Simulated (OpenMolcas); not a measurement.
# Ni2+: ligand-field states by method

Ni2+ with its 6 nearest fluoride ions at 2.005 Å, on the Li site of LiF (a = 4.028 Å, distance in the model lattice 2.014 Å). The rest of the host is ab initio model potentials to 7.6 Å and point charges beyond; the distance is set by hand and nothing relaxes, and no local charge compensation is placed. Ligand basis ANO-RCC-VDZP.
```
Ni    0.0000    0.0000    0.0000
F     2.0050    0.0000    0.0000
F     0.0000    2.0050    0.0000
F    -2.0050    0.0000    0.0000
F     0.0000   -2.0050    0.0000
F     0.0000    0.0000    2.0050
F     0.0000    0.0000   -2.0050
```

```json
{
  "Program": "OpenMolcas 26.06",
  "Basis": "ANO-RCC-VDZP [5s4p2d1f]",
  "Scalar Hamiltonian": "DKH2, point nucleus",
  "Active space": "8 electrons in 5 orbitals (3d)",
  "State averaging": "2S+1 = 3 even, 10 roots; 2S+1 = 1 even, 15 roots",
  "Spin-orbit coupling": "state interaction with AMFI integrals over the reference wave functions"
}
```

I. CASSCF
II. SS-CASPT2, IPEA 0.25 Eh, imaginary shift 0.1 Eh (closed shells correlated: 3s 3p and the ligand valence shells)

Spin-free states (labels of O, the rotations of Oh) in cm-1, each column counted from its own energy of the first state listed:

```json
{"State": "3A2", "Degeneracy": "1", "I": "0", "II": "0"}
{"State": "3T2", "Degeneracy": "3", "I": "8101", "II": "10460"}
{"State": "3T1", "Degeneracy": "3", "I": "13905", "II": "16470"}
{"State": "1E", "Degeneracy": "2", "I": "18518", "II": "14260"}
{"State": "1T2", "Degeneracy": "3", "I": "25707", "II": "24190"}
{"State": "3T1", "Degeneracy": "3", "I": "29335", "II": "28640"}
{"State": "1A1", "Degeneracy": "1", "I": "29472", "II": "25410"}
{"State": "1T1", "Degeneracy": "3", "I": "32376", "II": "31540"}
{"State": "1E", "Degeneracy": "2", "I": "37693", "II": "39390"}
{"State": "1T2", "Degeneracy": "3", "I": "38373", "II": "39700"}
{"State": "1A1", "Degeneracy": "1", "I": "70879", "II": "62730"}
```

From I to II, I's first state of the same spin (3T2) moves from 8101 to 10460 cm-1, by about +2400 cm-1.

From I to II, I's first state of another spin (1E) moves from 18518 to 14260 cm-1, by about -4300 cm-1.

I: A least-squares ligand-field fit to the states below 45000 cm-1, each weighted by its degeneracy and with a free common offset, gives 10Dq = 7975 cm-1, B = 1259 cm-1 and C = 4609 cm-1 (C/B = 3.66), with an rms deviation of 68 cm-1. 

χT at 300 K: I 1.37, II 1.29 cm3 K/mol.

Roots that are degenerate in the reference are averaged as groups; the widest CASPT2 spread within a group is 40 cm-1 (the 3-fold group of multiplicity 3 near 10500 cm-1 above the lowest state of its run, II). Shifts and gaps below about the spread of the groups concerned are not significant. Over all roots computed the reference weight is 0.73 to 0.75 in II; a low but even weight reflects the number of correlated electrons. Ligand-to-metal charge-transfer states are missing. Without dynamic correlation the repulsion within the d shell is too large (B by tens of per cent), so at a given field states of lower spin stand too high (holds for I). With no ligand orbital active B as a rule stays too high, so bands that hang on it stand too high and its fall with covalency is understated (holds for I). With metal d orbitals alone and no dynamic correlation 10Dq can be off by a tenth to a fifth, either way, in oxide and fluoride hosts (holds for I). A single d shell leaves out the double-shell effect, which counts most for late 3d ions, where the CASPT2 field can be off either way by tens of per cent (holds for II). These CASPT2 states fit no ligand-field parameters well, so their order and spin gaps are uncertain (holds for II). For late 3d ions with one d shell CASPT2 can put B and the spin-flip bands somewhat low as well as high (holds for II). With one d shell and no ligand orbital active, 10Dq can be off by tens of per cent for divalent 3d ions, low with halides held by bare charges and at times high in hosts, and the orbital part of g and χT goes as 1/10Dq (holds for II). Free-ion shares, where given, are those of the reference states; single-state CASPT2 does not remix them (holds for II). No measured value stands beside these numbers; the geometry was set by hand and not optimised.
